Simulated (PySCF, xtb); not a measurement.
B(F)2(iPr) (C₃H₇BF₂), SMILES CC(C)B(F)F. The values are those of a single conformer.

Harmonic wavenumbers (cm⁻¹) from GFN2-xTB (xtb) at its own minimum, in rising order: 20, 159, 184, 198, 258, 341, 404, 432, 575, 701, 942, 947, 996, 1035, 1139, 1164, 1231, 1267, 1285, 1309, 1406, 1420, 1493, 1498, 1503, 1507, 2889, 3031, 3034, 3038, 3044, 3049, 3050.

### Question
What does PBE0-D3(BJ)/def2-SVP (PySCF) give at its own minimum? (The exact figures need the calculation; the answer reports its results.)

### Answer
24, 187, 203, 225, 281, 344, 436, 473, 651, 744, 920, 923, 982, 1028, 1148, 1176, 1226, 1299, 1382, 1403, 1412, 1424, 1461, 1471, 1479, 1491, 2996, 3050, 3052, 3137, 3137, 3158, 3158. Paired by order, the mean absolute difference is 38 cm⁻¹ and the zero-point energies are 63.7 and 65.0 kcal/mol.
